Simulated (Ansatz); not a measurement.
**A family of molecules: the atomisation energy (no zero-point term)**

Gas-phase molecules, one atom swapped for its congeners: C2H5FMg `C[CH2][Mg][F]`; C2H5ClMg `C[CH2][Mg][Cl]`; C2H5BrMg `C[CH2][Mg][Br]`. All are singlets with charge 0.

Shapes, held fixed at every level: PBE0-D4/def2-TZVP. Programs: Ansatz 0.2.0. Values in eV.

```
                level  C2H5FMg  C2H5ClMg  C2H5BrMg
  B3LYP-D4/def2-TZVPP    33.18     31.93     31.44
   PBE0-D4/def2-TZVPP    33.21     32.14     31.67
r2SCAN0-D4/def2-TZVPP    32.92     31.95     31.51
   wB97M-V/def2-TZVPP    33.16     32.01     31.45
       MP2/def2-TZVPP    33.07     31.71     31.25
   CCSD(T)/def2-TZVPP    32.46     31.26     30.83
```

At CCSD(T)/def2-TZVPP the atomisation energy falls at every step, from 32.46 to 30.83 eV. Every level shows the same order. Relativity is left out for Br. Outer-core shells of Br, Mg are correlated, in sets that cover them unevenly. Spin-orbit coupling, which grows down the group, is left out (summed over each molecule's free atoms 0.02, 0.04, 0.16 eV). Coupled cluster in double- or triple-zeta sets underbinds by a few per cent against its basis-set limit.
